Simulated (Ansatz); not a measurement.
The cluster B₄⁻, relaxed as a doublet with UKS r2SCAN-D4/def2-TZVPD in Ansatz, starting from the GFN2-xTB geometry. Force threshold 0.02 eV/Å.

The charge -1 doublet is spin-contaminated (final ⟨S²⟩ up to 2.06, 0.75 for a pure state). Another isomer (doublet) lies 2.34 eV lower at PBE0-D4/def2-TZVPD; other spin states weren't run for this one.

Start:

Cartesian coordinates in Å:
```
B 0.068 -0.471 -0.586
B -0.095 0.462 0.591
B -0.297 1.626 1.506
B 0.324 -1.617 -1.511
```

```json
{"step": "1", "energy (eV)": "-2696.0941", "largest force component (eV/Å)": "2.162", "SCF passes": "112"}
{"step": "2", "energy (eV)": "-2696.2275", "largest force component (eV/Å)": "0.893", "SCF passes": "58"}
{"step": "3 (rejected)", "energy (eV)": "-2696.1793", "largest force component (eV/Å)": "0.934", "SCF passes": "92"}
{"step": "4", "energy (eV)": "-2696.2542", "largest force component (eV/Å)": "0.135", "SCF passes": "81"}
{"step": "5", "energy (eV)": "-2696.2570", "largest force component (eV/Å)": "0.043", "SCF passes": "71"}
{"step": "6", "energy (eV)": "-2696.2578", "largest force component (eV/Å)": "0.020", "SCF passes": "72"}
{"step": "7 (rejected)", "energy (eV)": "-2696.2485", "largest force component (eV/Å)": "0.389", "SCF passes": "77"}
{"step": "8", "energy (eV)": "-2696.2580", "largest force component (eV/Å)": "0.005", "SCF passes": "49"}
```

Force components are those of the run's own axes.

End:

```xyz
4

B     0.104   -0.536   -0.559
B    -0.088    0.474    0.587
B    -0.327    1.709    1.565
B     0.311   -1.647   -1.593
```

By distances, no bond broke or formed. The bond that changes most is B2–B3, from 1.50 to 1.59 Å (atoms count from 1).

No frequencies were taken in this run, so the end may be a saddle point.

Hardware: 4 threads of Arm Neoverse V1 on a shared host. Wall time 31 s.
